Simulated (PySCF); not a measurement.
A structure optimised at B3LYP-D3(BJ)/def2-TZVP, used in a PySCF frequency run:

```
Si
O 1 1.5695
H 2 0.9684 1 130.55
H 1 1.4610 2 113.88 3 180.00
H 1 1.4665 4 125.16 2 180.00
```
Charge +1, spin multiplicity 1.

Problem. Write its SMILES, formula and point group.

Solution. [OH+]=[SiH2], H3OSi, Cs

Problem. What are its rotational constants (standard atomic weights)?

Solution. 130.12, 16.334, 14.513 GHz
